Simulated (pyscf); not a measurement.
`[O]=[Pb][OH]`, doublet

Gas-phase minimum from PySCF at ωB97X-D3(BJ)/def2-SVP, one conformer. Other isomers of [O=Pb–OH]• were not searched in full and may lie lower. 

SMILES: [O]=[Pb][OH]
```xyz
4

O      1.0388     2.0883     0.2432
Pb     1.6611     0.1376    -0.3521
O     -0.3117    -0.5312    -0.5191
H     -0.9655     0.1477    -0.3032
```
Charge 0, spin multiplicity 2.

Bond lengths (Å): O1–Pb2 2.132, Pb2–O3 2.090, O3–H4 0.967. Angles (°): O1–Pb2–O3 92.3, Pb2–O3–H4 113.3.

Properties at ωB97X-D3(BJ)/def2-SVP:

```json
{
  "harmonic_wavenumbers_unscaled": "138, 400, 529, 575, 745, 3869 cm⁻¹",
  "zero_point_energy": "8.9 kcal/mol",
  "rotational_symmetry_number": "1",
  "Entropy of this conformer at 298 K and 1 atm, rigid rotor and harmonic oscillator, modes under 100 cm⁻¹ raised to 100": "308.7 J/(mol K)",
  "dipole_moment": "2.58 D",
  "Spin expectation value S2": "0.757"
}
```

Single-point totals, which compare only within one level (frozen core for MP2 and CC):

```json
[
 {"level": "ωB97X-D3(BJ)/def2-TZVP", "total energy (hartree)": "-344.02536"},
 {"level": "PBE/def2-TZVP", "total energy (hartree)": "-343.83256"},
 {"level": "r²SCAN/def2-TZVP", "total energy (hartree)": "-343.97225"},
 {"level": "B3LYP-D3(BJ)/def2-TZVP", "total energy (hartree)": "-344.02615"},
 {"level": "PBE0-D3(BJ)/def2-TZVP", "total energy (hartree)": "-343.78947"},
 {"level": "M06-2X/def2-TZVP", "total energy (hartree)": "-343.76004"},
 {"level": "ωB97M-D3(BJ)/def2-TZVP", "total energy (hartree)": "-343.98619"},
 {"level": "UHF/def2-TZVPP", "total energy (hartree)": "-342.18841"},
 {"level": "MP2/def2-TZVPP", "total energy (hartree)": "-343.01871"},
 {"level": "CCSD/def2-TZVPP", "total energy (hartree)": "-343.00014"},
 {"level": "CCSD(T)/def2-TZVPP", "total energy (hartree)": "-343.02685"}
]
```

Soft torsions are taken as harmonic, which can shift the entropy by several J/(mol K). The CCSD(T) − MP2 part came from Ansatz, without density fitting, on the same reference. The frozen core leaves the outer d or s,p core shells of the metals and heavy elements correlated in the MP2 and CC values, and def2-TZVPP describes them poorly, so these totals are far from the basis limit. Elements past Kr carry the def2 core potentials, without spin-orbit coupling.
